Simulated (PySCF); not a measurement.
**Relaxation of singlet Al(OH)₃**

These are results of PBE0/[Al def2-TZVP, O def2-TZVP, H def2-TZVP], no relativity, density fitting, PySCF, not measurements. A (50,194) grid was used.

A hand-made T-shaped (heavy-atom frame) start, with no symmetry imposed:

Coordinates in bohr (charge 0 multiplicity 1):
```
Al    0.0180    0.0000   -0.8492
O     0.0180    0.0000    2.7224
O     3.5873    0.0000   -0.7244
O    -3.5514    0.0000   -0.7244
H    -1.3717    0.0000    3.8886
H     4.7527   -1.3897   -0.6838
H    -4.7168    1.3897   -0.6838
```

(1) What forces act on the atoms at the start (eV/Å)?

(2) What does it relax to?

(3) How much energy is released, and in how many steps?

Results:

(1) 
```
atom     Fx     Fy     Fz
 Al1  -0.15  -0.03   6.35
  O2   0.87  -0.05  -1.92
  O3  -2.89   0.40  -1.52
  O4   2.49  -0.31  -1.59
  H5  -0.23   0.00  -0.76
  H6  -0.51  -0.13  -0.21
  H7   0.42   0.13  -0.35
```

(2) It ends at Cs with Al–O 1.687 Å (×2), Al–O 1.693 Å, O–H 0.955 Å (×3); Al–O–H 121.2°, Al–O–H 124.4°, Al–O–H 125.0°, O–Al–O 116.5°, O–Al–O 118.5°, O–Al–O 124.9° (after a last refinement on a finer grid). A frequency run shows a minimum. Other isomers or separated fragments may lie lower.

(3) 330.4 kJ/mol in 29 steps.

The relaxation took 90 s on 4 threads of a shared Arm Neoverse V1 host, with 148 basis functions and 31 gradients; the process peaked at 1.2 GiB.
